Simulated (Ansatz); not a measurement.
Total energies of Ge₂₂H₂₈, a nanocrystal cut from cubic germanium from Ansatz at PBE0-D4/def2-TZVP, gas phase (1 Eh = 27.2114 eV = 2625.5 kJ/mol). The reference geometry is relaxed at r2SCAN-D4/def2-SVP.

```xyz
50

Ge   -2.424   -3.532   -0.189
Ge   -4.089   -0.205    1.273
Ge   -0.270   -3.376   -3.519
Ge    1.498   -4.016   -0.022
Ge   -0.144   -0.693    1.415
Ge    3.798   -1.181    1.603
Ge    2.008   -0.539   -1.895
Ge    2.150    2.113    3.049
Ge   -1.916   -0.055   -2.058
Ge   -3.590    3.255   -0.605
Ge    0.360    2.755   -0.450
Ge   -1.814    2.603    2.884
Ge    4.311    2.278   -0.274
Ge   -0.493   -4.444   -1.348
Ge   -2.161   -1.132    0.114
Ge   -3.814    2.191    1.568
Ge    0.013   -0.981   -3.219
Ge    1.805   -1.622    0.279
Ge    0.139    1.709    1.741
Ge    4.091    1.213    1.899
Ge    2.313    1.857   -1.591
Ge   -1.653    2.346   -1.757
H    -3.708   -3.806   -0.999
H    -2.577   -4.204    1.191
H    -4.234   -0.892    2.647
H    -5.366   -0.497    0.456
H    -1.530   -3.646   -4.368
H     0.949   -3.953   -4.267
H     1.364   -4.688    1.360
H     2.740   -4.607   -0.722
H    -0.285   -1.371    2.800
H     3.656   -1.868    2.977
H     5.027   -1.784    0.892
H     3.244   -1.126   -2.620
H     1.998    1.444    4.431
H     2.320    3.631    3.270
H    -3.194   -0.331   -2.888
H    -4.858    3.004   -1.447
H    -3.420    4.779   -0.429
H     0.539    4.279   -0.248
H    -1.944    1.929    4.266
H    -1.627    4.118    3.107
H     5.545    1.718   -1.012
H     4.503    3.799   -0.097
H    -0.674   -5.969   -1.530
H    -5.045    2.764    2.308
H     0.156   -0.285   -4.593
H     5.359    1.477    2.743
H     2.439    2.529   -2.979
H    -1.497    3.014   -3.144
```

```json
{"state": "charge 0 singlet", "geometry": "reference", "energy (Eh)": "-45705.87691"}
{"state": "charge 1 doublet", "geometry": "reference", "energy (Eh)": "-45705.59081"}
{"state": "charge -1 doublet", "geometry": "reference", "energy (Eh)": "-45705.89053"}
{"state": "free Ge atom (triplet)", "geometry": "–", "energy (Eh)": "-2076.65516"}
{"state": "free H atom (doublet)", "geometry": "–", "energy (Eh)": "-0.50104"}
```

Single mean-field runs in def2-TZVP are fitted with def2-universal-jkfit.

Task: Work out the vertical ionisation energy to the doublet.

Result: E(charge 1 doublet) − E(charge 0 singlet) = -45705.59081 − (-45705.87691) = 0.28610 Eh = 7.79 eV. For comparison, −ε of the highest occupied level is 6.79 eV at this level, 1.00 eV less.

Task: Work out the vertical electron affinity, to the doublet.

Result: E(charge 0 singlet) − E(charge -1 doublet) = -45705.87691 − (-45705.89053) = 0.01362 Eh = 0.37 eV. The basis lacks diffuse functions, which makes affinities too small.

Task: Give the fundamental gap IE − EA, the Mulliken electronegativity (IE + EA)/2 and the hardness (IE − EA)/2.

Result: From the values in Eh: IE − EA = 0.28610 − 0.01362 = 0.27248 Eh = 7.41 eV; (IE + EA)/2 = 4.08 eV; (IE − EA)/2 = 3.71 eV. The HOMO–LUMO gap of the same run is 5.59 eV, 1.82 eV smaller than the fundamental gap.

Task: What is the binding energy per atom against free atoms?

Result: Atoms: 22 × (-2076.65516) + 28 × (-0.50104) = -45700.44264 Eh. Binding: -45700.44264 − (-45705.87691) = 5.43427 Eh = 147.87 eV, or 2.96 eV for each of 50 atoms (no zero-point energy, no counterpoise term).

At PBE0-D4/def2-TZVP the highest occupied level of the charge -1 doublet lies above zero (up to 0.57 eV). By energy differences its removal costs 0.37 eV (vertical, to the charge 0 singlet, at PBE0-D4/def2-TZVP); self-interaction error and the lack of diffuse functions both raise the level.
